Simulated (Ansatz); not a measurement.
```xyz
6

H    -0.5500   -0.9526    0.0000
H     1.1000    0.0000    0.0000
H    -0.5500    0.9526    0.0000
H     0.5500    0.9526    0.0000
H     0.5500   -0.9526    0.0000
H    -1.1000    0.0000    0.0000
```

Basis set: aug-cc-pVDZ (spherical functions). All electrons are correlated. Charge 0, multiplicity 1.

Computed with Ansatz (development build ahead of 0.2.0); each method stands on the lowest determinant of its kind that the runs found. Restricted open shells among the atoms or ions are ROHF, correlated in semicanonical orbitals with singles.

Question: Give the atomization energy at this shape (free ground-state atoms in the same class of orbitals less the molecule, no zero-point energy) of singlet H₆ by RHF-MP2, RHF.

Answer:

| method | atomization energy |
| --- | --- |
| RHF-MP2 | 9.64 eV |
| RHF | 6.47 eV |

Caution: stretched shape with no unrestricted run beside it, a lower state can exist. Caution for RHF-MP2: bonds are stretched, where a single reference can fail.
